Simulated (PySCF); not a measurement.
TDDFT excited states: C4H9F3Ge

Species: Ge(CF3)Me3, C4H9F3Ge.
SMILES: `[CH3][Ge]([CH3])([CH3])[C](F)(F)F`

Computed with TDDFT PBE0/def2-SVPD, vertical, gas phase, core orbitals frozen in the response in PySCF. Isolated species at its PBE0-D3(BJ)/def2-SVP geometry, gas phase. Relativistic effects, spin–orbit coupling among them, are left out although an element past zinc is present.

Question: Predict the UV-vis stick spectrum at this level.

Answer: 

```csv
state,E (eV),E (kJ/mol),λ (nm),f,"main configurations (H = HOMO, L = LUMO)"
S1,7.96,768,155.7,0.0029,H→L (99%)
S2,8.01,773,154.8,0.078,H-2/H-1→L (98%)
S3,8.01,773,154.8,0.079,H-2/H-1→L (98%)
S4,8.68,838,142.8,0.029,H→L+1/L+2 (≥96%)
S5,8.68,838,142.8,0.030,H→L+1/L+2 (≥96%)
S6,8.83,852,140.4,0.0000,H-2/H-1→L+1/L+2 (≥97%)
S7,8.84,853,140.3,0.045,H-2/H-1→L+1/L+2 (≥95%)
S8,8.84,853,140.2,0.048,H-2/H-1→L+1/L+2 (≥96%)
S9,8.84,853,140.2,0.045,H-2/H-1→L+1/L+2 (≥95%)
S10,9.21,888,134.7,0.081,H→L+3 (97%)
S11,9.41,908,131.7,0.0040,"H-2/H-1→L+3 (≥78%), H-2/H-1→L+5 (≥15%)"
S12,9.42,909,131.7,0.0038,"H-2/H-1→L+3 (≥78%), H-2/H-1→L+5 (≥14%)"
S13,9.63,929,128.7,0.021,"H-2/H-1→L+5 (≥57%), H-2/H-1→L+4 (≥24%)"
S14,9.63,930,128.7,0.020,"H-2/H-1→L+5 (≥58%), H-2/H-1→L+4 (≥24%)"
S15,9.77,942,127.0,0.0027,H→L+4 (96%)
```

Triplets (Tamm–Dancoff): T1 7.79 eV, H-2/H-1→L (≥88%); T2 7.79 eV, H-2/H-1→L (≥88%); T3 7.86 eV, H→L (93%).

The lowest singlet lies at 7.96 eV (156 nm, vacuum ultraviolet) and is very weak; its leading configuration is HOMO→LUMO (99%). The strongest level in the table is S2/S3 at 8.01 eV (155 nm, f = 0.157 summed). S2/S3, S4/S5, S7/S8/S9, S11/S12 and S13/S14 lie within about 0.01 eV of each other in each set; the point group C3v has degenerate representations, and within a degenerate level the listed configurations can mix freely. Löwdin shares by element: HOMO carbon 24% or more, fluorine 23% or more, germanium 18% (atoms not listed hold the other 35%); LUMO carbon 29% or more, germanium 22% (atoms not listed hold the other 49%). Weighted by f, the mean energy of these states is 8.69 eV. The oscillator strengths of these states sum to 0.489; summed over the whole spectrum of an exact calculation they would give the number of electrons, 92 (Thomas–Reiche–Kuhn). Of the 15 states listed, 10 reach f = 0.01 and 1 stays under 0.0005. Orbitals of the list HOMO-3 to LUMO+2 that lie within 0.01 eV of each other are written together with a slash and their weights summed (≥ marks a lower bound); for degenerate orbitals outside that list single weights are arbitrary. The window holds the lowest 15 singlets.

Without π bonds the low states are Rydberg-like; a valence basis with one diffuse set may place them up to an eV too high.
